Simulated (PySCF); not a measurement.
# Calculated NMR parameters of CCC(C)(C)C(F)(F)F

```
Formula                               : C6H11F3
SMILES                                : CCC(C)(C)C(F)(F)F
InChI                                 : InChI=1S/C6H11F3/c1-4-5(2,3)6(7,8)9/h4H2,1-3H3
Point group of the computed structure : Cs
Degrees of unsaturation               : 0
Carbon signals                        : 5
Proton signals                        : 3
```

Atoms are numbered as in `[CH3:1][CH2:2][C:3]([CH3:4])([CH3:5])[C:6]([F:7])([F:8])[F:9]`. Each H is labelled by its parent atom.

[PySCF: σ from GIAO-PBE0/pcSseg-1; geometry: GFN2-xTB; one computed conformer; fast rotation and ring inversion assumed for equivalent nuclei; gas phase; relativity neglected]

Referencing at the same level of theory: ¹H, ¹³C against TMS; ¹⁹F against CFCl3.

```tsv
carbon	δC, type	δH (multiplicity)	HMBC from (2–3 bonds)	span of the C tensor (ppm)
C1	9.0, CH3	0.97 (t)	H(C2)	16
C2	30.7, CH2	1.66 (q)	H(C4)/H(C5), H(C1)	28
C3	44.2, C	–	H(C2), H(C4)/H(C5), H(C1)	23
C4/C5	20.2, CH3	1.15 (s)	H(C2), H(C4)/H(C5)	40
C6	139.4, C	–	H(C2), H(C4)/H(C5)	20
```

Other nuclei:
```tsv
atoms	nucleus	environment	δ (ppm)	σ (ppm)
F7/F8/F9	¹⁹F	fluorine of a CF3 group	-101.0	271.9
```

Carbon types of the structure: 2 × C, 1 × CH2, 3 × CH3, which accounts for all hydrogens. δC 139.4: CF3 carbon; 3 electronegative neighbours deshield it. δC 44.2: quaternary sp3 carbon; a saturated carbon with 4 carbon neighbours and no heteroatom attached. δC 20.2, 9.0: methyl carbon; aliphatic region, no heteroatom directly attached. δH 1.66: hydrogen on an sp3 CH2; far from electronegative atoms and π systems. δH 1.15, 0.97: hydrogen on a methyl carbon; far from electronegative atoms and π systems.

Splittings by ¹⁹F in the carbon and heteronuclear signals aren't shown, as no couplings were computed. Shifts are as computed. Against solution values, carbons near 30 ppm lie about +3 ppm off and those near 130 ppm about +5 ppm. Of 1211 compounds with measured shifts, 218 miss one by over three times the rms of a fit or turn the order of signals round; such compounds aren't used in these exercises. Unscaled 19F shifts against computed CFCl3 carry errors that often reach 10 to 50 ppm. No couplings were computed; multiplicities are counted from neighbouring protons, with m where these are inequivalent, close in shift, in a saturated or five-membered ring or joined by F or P, and br s for small geminal =CH2 splittings.
